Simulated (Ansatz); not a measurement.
Molecular dynamics of Cl$_{2}$H$_{4}$HfN$_{2}$

The input (input.yaml):

```yaml
crystal:
  periodic: [false, false, false]
  atoms:
    - { symbol: Hf, position_ang: [0.036161, 0.172024, 0.003778] }
    - { symbol: Cl, position_ang: [0.229589, 0.000129, 2.356027] }
    - { symbol: "N", position_ang: [1.843794, 0.035782, -0.784404] }
    - { symbol: H, position_ang: [2.576717, -0.120415, -0.128937] }
    - { symbol: H, position_ang: [2.215276, 0.3119, -1.656688] }
    - { symbol: Cl, position_ang: [-0.892639, 2.317137, -0.739047] }
    - { symbol: "N", position_ang: [-1.038139, -1.423977, -0.501244] }
    - { symbol: H, position_ang: [-1.905577, -1.536982, -0.037424] }
    - { symbol: H, position_ang: [-0.606439, -2.235129, -0.937575] }
basis:
  gaussian: { orbitals: def2-SVP }
hamiltonian:
  xc: r2scan
md:
  timestep: 1.0
  n_steps: 150
  ensemble: nve
  temperature: 500.0
  initial_velocities: maxwell_boltzmann
  seed: 75709
  masses: [{ species: H, mass: 10.0 }]
```

Launched with:

```bash
$ ansatz run input.yaml --threads 4 --pin off --max-ram 5120MiB --backend cpu --events-out ev --progress --plain --runs-dir out
```

It goes on from the last frame of an earlier run, with new velocities.

Output, in part (one step line in 6, the closing report, with atoms numbered from 0):

```
md step     0: t =     0.00 fs  T =   500.0 K  F+E_penalty+E_count = -29391.09798183 eV  E_kin = 0.452410 eV  conserved = -29390.64557183 eV  (31 SCF iters)
md step     6: t =     6.00 fs  T =   551.4 K  F+E_penalty+E_count = -29391.14507020 eV  E_kin = 0.498894 eV  conserved = -29390.64617626 eV  (32 SCF iters)
md step    12: t =    12.00 fs  T =   477.7 K  F+E_penalty+E_count = -29391.07764518 eV  E_kin = 0.432229 eV  conserved = -29390.64541584 eV  (33 SCF iters)
md step    18: t =    18.00 fs  T =   489.4 K  F+E_penalty+E_count = -29391.08868336 eV  E_kin = 0.442782 eV  conserved = -29390.64590135 eV  (32 SCF iters)
md step    24: t =    24.00 fs  T =   456.0 K  F+E_penalty+E_count = -29391.05824329 eV  E_kin = 0.412585 eV  conserved = -29390.64565826 eV  (32 SCF iters)
md step    30: t =    30.00 fs  T =   452.8 K  F+E_penalty+E_count = -29391.05568529 eV  E_kin = 0.409683 eV  conserved = -29390.64600275 eV  (32 SCF iters)
md step    36: t =    36.00 fs  T =   393.3 K  F+E_penalty+E_count = -29391.00119716 eV  E_kin = 0.355866 eV  conserved = -29390.64533111 eV  (32 SCF iters)
md step    42: t =    42.00 fs  T =   481.3 K  F+E_penalty+E_count = -29391.08135457 eV  E_kin = 0.435500 eV  conserved = -29390.64585500 eV  (32 SCF iters)
md step    48: t =    48.00 fs  T =   554.8 K  F+E_penalty+E_count = -29391.14737430 eV  E_kin = 0.501950 eV  conserved = -29390.64542445 eV  (33 SCF iters)
md step    54: t =    54.00 fs  T =   655.0 K  F+E_penalty+E_count = -29391.23909471 eV  E_kin = 0.592643 eV  conserved = -29390.64645160 eV  (32 SCF iters)
md step    60: t =    60.00 fs  T =   547.7 K  F+E_penalty+E_count = -29391.14092012 eV  E_kin = 0.495529 eV  conserved = -29390.64539085 eV  (32 SCF iters)
md step    66: t =    66.00 fs  T =   523.6 K  F+E_penalty+E_count = -29391.11980483 eV  E_kin = 0.473720 eV  conserved = -29390.64608527 eV  (32 SCF iters)
md step    72: t =    72.00 fs  T =   405.8 K  F+E_penalty+E_count = -29391.01244291 eV  E_kin = 0.367193 eV  conserved = -29390.64524992 eV  (31 SCF iters)
md step    78: t =    78.00 fs  T =   424.7 K  F+E_penalty+E_count = -29391.03034358 eV  E_kin = 0.384313 eV  conserved = -29390.64603063 eV  (33 SCF iters)
md step    84: t =    84.00 fs  T =   389.8 K  F+E_penalty+E_count = -29390.99810604 eV  E_kin = 0.352722 eV  conserved = -29390.64538433 eV  (31 SCF iters)
md step    90: t =    90.00 fs  T =   473.7 K  F+E_penalty+E_count = -29391.07467444 eV  E_kin = 0.428588 eV  conserved = -29390.64608691 eV  (32 SCF iters)
md step    96: t =    96.00 fs  T =   480.0 K  F+E_penalty+E_count = -29391.07967357 eV  E_kin = 0.434318 eV  conserved = -29390.64535563 eV  (32 SCF iters)
md step   102: t =   102.00 fs  T =   556.8 K  F+E_penalty+E_count = -29391.15012803 eV  E_kin = 0.503829 eV  conserved = -29390.64629873 eV  (32 SCF iters)
md step   108: t =   108.00 fs  T =   481.8 K  F+E_penalty+E_count = -29391.08123019 eV  E_kin = 0.435904 eV  conserved = -29390.64532633 eV  (32 SCF iters)
md step   114: t =   114.00 fs  T =   504.3 K  F+E_penalty+E_count = -29391.10232410 eV  E_kin = 0.456293 eV  conserved = -29390.64603105 eV  (32 SCF iters)
md step   120: t =   120.00 fs  T =   450.3 K  F+E_penalty+E_count = -29391.05300930 eV  E_kin = 0.407474 eV  conserved = -29390.64553495 eV  (32 SCF iters)
md step   126: t =   126.00 fs  T =   468.5 K  F+E_penalty+E_count = -29391.06987068 eV  E_kin = 0.423931 eV  conserved = -29390.64593944 eV  (32 SCF iters)
md step   132: t =   132.00 fs  T =   442.7 K  F+E_penalty+E_count = -29391.04608485 eV  E_kin = 0.400550 eV  conserved = -29390.64553499 eV  (31 SCF iters)
md step   138: t =   138.00 fs  T =   467.7 K  F+E_penalty+E_count = -29391.06917842 eV  E_kin = 0.423216 eV  conserved = -29390.64596240 eV  (33 SCF iters)
md step   144: t =   144.00 fs  T =   411.7 K  F+E_penalty+E_count = -29391.01814975 eV  E_kin = 0.372541 eV  conserved = -29390.64560847 eV  (32 SCF iters)
md step   150: t =   150.00 fs  T =   406.9 K  F+E_penalty+E_count = -29391.01436035 eV  E_kin = 0.368136 eV  conserved = -29390.64622435 eV  (52 SCF iters)
Total energy: -29391.01438954 eV, -1080.0998568706 hartree
Atom 0 at     0.095536     0.223380     0.090840 Å, force    -1.738129    -0.211095    -1.144023 eV/Å
Atom 1 at     0.425716     0.065698     2.416305 Å, force    -0.013319    -0.142406     0.477475 eV/Å
Atom 2 at     1.834576    -0.128708    -0.790296 Å, force    -0.393359    -0.203890    -0.197260 eV/Å
Atom 3 at     2.670909     0.355026    -0.574898 Å, force     1.395746     0.616616     0.211612 eV/Å
Atom 4 at     2.024011    -0.929928    -1.376128 Å, force     0.093552    -0.101842    -0.323257 eV/Å
Atom 5 at    -1.337109     2.017901    -0.635394 Å, force     0.515792     0.085841     0.108732 eV/Å
Atom 6 at    -0.897297    -1.212322    -0.966578 Å, force    -0.381428    -0.770699     1.105898 eV/Å
Atom 7 at    -1.585654    -1.029612    -1.695958 Å, force     0.078579     0.370183    -0.117571 eV/Å
Atom 8 at    -1.193033    -2.130460    -0.588662 Å, force     0.442565     0.357292    -0.121606 eV/Å
Dipole moment:     0.289655    -0.501247    -0.321692 e Å
```

The run went to its last step. The conserved energy stayed within 0.098 meV per atom of its start (net change -0.072 meV per atom), so the integration is sound. A run of 0.15 ps of so small a system gives no equilibrium averages.

No bond is clearly made or broken; grazing contacts change: Hf1–H4 2.56 → 2.66 Å. Pairs count as bonded within 1.25 times the sum of covalent radii (0.12 Å more for H–H).

Last frame:

```xyz
9
Properties=species:S:1:pos:R:3
Hf 0.096 0.223 0.091
Cl 0.426 0.066 2.416
N 1.835 -0.129 -0.790
H 2.671 0.355 -0.575
H 2.024 -0.930 -1.376
Cl -1.337 2.018 -0.635
N -0.897 -1.212 -0.967
H -1.586 -1.030 -1.696
H -1.193 -2.131 -0.589
```

The run took 7.9 min on 4 threads of Arm Neoverse V1, with other jobs on the host, peak memory 0.23 GiB.
